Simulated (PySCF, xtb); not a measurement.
Te(H)(OH) (H2OTe), SMILES O[TeH].

Geometry optimised at PBE0-D3(BJ)/def2-TZVP. The def2 effective core potentials stand for the cores of Te; spin–orbit coupling is left out.

Computed with IEF-PCM-PBE0/def2-SVP (PySCF).

The values are the electrostatic part of the solvation free energy, E(continuum) − E(gas) at the gas-phase geometry, in a cavity of scaled van der Waals radii (PySCF's table); cavitation and dispersion terms are not included. In vacuum the orbital gap is 4.80 eV. The dipole moment in vacuum is 1.66 D.

```csv
solvent,ε,ΔG(elec) (kcal/mol),dipole (D),gap (eV)
water,78.36,-5.0,2.10,4.94
tetrahydrofuran,7.43,-4.0,2.00,4.91
cyclohexanone,15.62,-4.6,2.06,4.93
```

For comparison, GFN2-xTB/ALPB(water) (xtb, at the GFN2-xTB geometry, all terms of that model) gives -6.1 kcal/mol.
